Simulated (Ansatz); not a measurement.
Cost and result up the ladder for trans-ZnCl2(NH3)4 (ZnN₄Cl₂H₁₂) (19 atoms). Total charge 0; singlet. Geometry: PBE0-D4/def2-SVP.

```xyz
19

Cl    0.924    1.401   -1.721
Cl   -0.925   -1.392    1.729
N    -1.523    1.461    0.667
N     1.530   -1.456   -0.679
N     1.508    0.965    1.298
N    -1.514   -0.976   -1.290
Zn    0.001   -0.003   -0.001
H    -1.178    2.349    1.025
H    -1.901    0.901    1.437
H    -2.271    1.680    0.012
H     1.193   -2.334   -1.068
H     2.269   -1.691   -0.021
H     1.915   -0.875   -1.429
H     1.154    1.529    2.068
H     1.915    1.578    0.586
H     2.234    0.365    1.685
H    -1.170   -1.574   -2.038
H    -2.225   -0.373   -1.700
H    -1.935   -1.558   -0.560
```

Ansatz on 4 threads of Arm Neoverse V2 on a shared host. Times are rough, and most runs start from the orbitals of an earlier one. ωB97M-V/def2-TZVP serves as the yardstick here, not as an exact answer. Differences are given only for rows in sets of like size (and for xTB, whose basis is part of the method), since another set adds its own error. Binding counts from free atoms at the same level (Cl doublet, N quartet, Zn singlet, H doublet; other spins of the atoms weren't run), without zero-point energy or a counterpoise term.

LC-ωPBE has ω = 0.4 bohr⁻¹. Correlated methods freeze 23 core orbitals. Another isomer (singlet) lies 0.07 eV lower at PBE-D4/def2-SVP; other spin states weren't run for this one.

Correlated methods converge slowly with the basis.

```
                         level  functions  binding energy per atom (eV)  difference from ωB97M-V/def2-TZVP (eV)
             PBE0-D4/def2-TZVP        318                          3.17                                   -0.04
           r2SCAN-D4/def2-TZVP        318                          3.17                                   -0.04
                 MP2/def2-TZVP        318                          3.06                                   -0.15
             LC-ωPBE/def2-TZVP        318                          3.15                                   -0.06
               PBE-D4/def2-SVP        183                          3.25                                       –
PBE-D4/def2-TZVP (with forces)        318                          3.22                                    0.01
              PBE0-D4/def2-SVP        183                          3.20                                       –
             ωB97M-V/def2-TZVP        318                          3.21                                    0.00
```

Q: Estimate how long each takes.

A: PBE-D4/def2-SVP 2.7 s; PBE0-D4/def2-SVP 4.3 s; PBE-D4/def2-TZVP (with forces) 6.5 s; LC-ωPBE/def2-TZVP 7 s; MP2/def2-TZVP 11 s; r2SCAN-D4/def2-TZVP 11 s; PBE0-D4/def2-TZVP 13 s; ωB97M-V/def2-TZVP 27 s. On shared hardware such times vary by a factor of up to 3.
